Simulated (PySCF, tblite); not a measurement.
Compound: C7H13P.
SMILES with atom numbers: `[CH3:1]/[CH:2]=[P:3]\[CH:4]1[CH2:5][CH2:6][CH2:7][CH2:8]1` (hydrogens: H9, H10, H11 on C1; H12 on C2; H13 on C4; H14, H15 on C5; H16, H17 on C6; H18, H19 on C7; H20, H21 on C8)

Structure optimised with GFN2-xTB, isolated species.

(1) What internal coordinates does the optimisation give?

Results:

(1) 
```csv
bond,length (Å),order
C1–C2,1.489,single
C2=P3,1.672,double
P3–C4,1.885,single
C4–C5,1.535,single
C5–C6,1.522,single
C6–C7,1.525,single
C7–C8,1.534,single
C4–C8,1.545,single
"C1–H9, C1–H10, C1–H11",1.089,single
C2–H12,1.085,single
C4–H13,1.094,single
"C5–H14, C8–H20",1.092,single
"C5–H15, C8–H21",1.091,single
"C6–H16, C7–H19",1.090,single
"C6–H17, C7–H18",1.091,single
```

Bonds in one row agree within 0.01 Å and their mean is given. Orders are formal, as drawn. A selection of angles:
```csv
angle,degrees
C2–C1–H9,109.7
C2–C1–H10,112.6
H9–C1–H10,108.5
H10–C1–H11,108.8
C1–C2–P3,131.7
C1–C2–H12,114.0
P3–C2–H12,114.3
C2–P3–C4,104.1
P3–C4–C5,109.0
P3–C4–C8,112.0
P3–C4–H13,107.9
C5–C4–C8,105.4
C5–C4–H13,110.4
C8–C4–H13,112.1
C4–C5–C6,103.4
C4–C5–H14,112.2
C4–C5–H15,110.2
C6–C5–H14,112.7
C6–C5–H15,110.0
H14–C5–H15,108.3
C5–C6–C7,102.5
C5–C6–H16,113.1
C5–C6–H17,109.5
C7–C6–H16,112.8
C7–C6–H17,109.9
H16–C6–H17,108.8
C6–C7–H18,112.6
C6–C7–H19,109.5
C8–C7–H18,112.2
C8–C7–H19,110.1
H18–C7–H19,108.2
C7–C8–H20,110.3
C7–C8–H21,111.2
C4–C8–C7,106.0
C4–C8–H20,110.3
C4–C8–H21,111.6
```

Dihedral angles: C1–C2–P3–C4 -1° (synperiplanar); C2–P3–C4–C5 -169° (antiperiplanar); P3–C4–C5–C6 -91° (anticlinal); C4–C5–C6–C7 -43° (synclinal); C5–C6–C7–C8 40° (synclinal); C6–C7–C8–C4 -22° (synperiplanar); P3–C4–C8–C7 114° (anticlinal). The mirror-image conformer, all signs reversed, is as good.

Of the pairs four or more bonds apart, C4···H10 is among the closest relative to their van der Waals radii: 2.67 Å, 92 % of the sum of Bondi's values. The C–P distances run from 1.672 Å (C2=P3, drawn double) to 1.885 Å (P3–C4, drawn single), a spread of 0.213 Å. The 5-membered ring C4–C5–C6–C7–C8 has internal angles of 102.5° to 106.0° (sum 521°, against 540° for a flat polygon); it is puckered, 0.19 Å rms from its mean plane, widest ring torsion 43°. The 6 C–C bonds span 1.489 Å (C1–C2, drawn single) to 1.545 Å (C4–C8, drawn single), a spread of 0.056 Å.

Point group: C1 (no symmetry element, even within 0.4 Å). Its GFN2-xTB frequencies are all real (lowest 40 cm⁻¹). One conformer, not necessarily the lowest. 3 starts were optimised and ended at 0.00, 0.66 and 1.30 kcal/mol (GFN2-xTB); the lowest of these is shown.

These are computed values.
